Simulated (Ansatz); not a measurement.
Geometry optimisation, UHF/def2-SVP (Ansatz).

input.yaml

```yaml
crystal:
  periodic: [false, false, false]
  atoms:
    - { symbol: B, position_ang: [0.0, 0.0, 0.0] }
    - { symbol: F, position_ang: [0.0, 0.0, 1.57] }
    - { symbol: F, position_ang: [1.1431, 0.0, -0.66] }
    - { symbol: Cl, position_ang: [-1.6108, 0.0, -0.93] }
    - { symbol: F, position_ang: [0.0, 0.0, 3.01] }
magnetization:
  spin_polarized: true
  initial_magnetization: 1
basis:
  gaussian: { orbitals: def2-SVP }
hamiltonian:
  xc: hf
relax:
  f_tol: 0.15
  max_steps: 25
  restrain:
    - { distance: [1, 4], at: 2.34, k: 30.0 }
    - { distance: [0, 1], at: 1.32, k: 30.0 }
```

Run as:

```bash
$ ansatz run input.yaml --threads 1 --pin off --max-ram 2048MiB --backend cpu --events-out ev --progress --plain --runs-dir out
```

Question: Where does it end, and by what steps?

Answer: The run converged. The restraints hold the end off the free minimum; the threshold counts their pulls, which the force column leaves out. Restrained pairs: F2–F5 (1.44 → 2.35 Å), B1–F2 (1.57 → 1.31 Å). After 4 steps the energy has fallen by 5.186 eV (the restraints' own energy left out); F5 moved furthest, 0.55 Å. The start is strongly strained (largest force component 21 eV/Å).

```csv
step,energy less start (eV),largest force component (eV/Å),accepted
0,0.0000,21.443,yes
1,-4.2294,7.000,yes
2,-5.0425,2.457,yes
3,-5.1844,0.802,yes
4,-5.1864,0.663,yes
```

```xyz
5
Properties=species:S:1:pos:R:3
B -0.028 0.000 -0.094
F -0.021 0.000 1.214
F 1.104 0.000 -0.725
Cl -1.539 0.000 -0.969
F 0.016 0.000 3.563
```

Time of the run: 6.3 s on 1 thread of AMD EPYC 9R45 96-Core Processor (Zen 5) (shared host), peak memory 0.19 GiB.
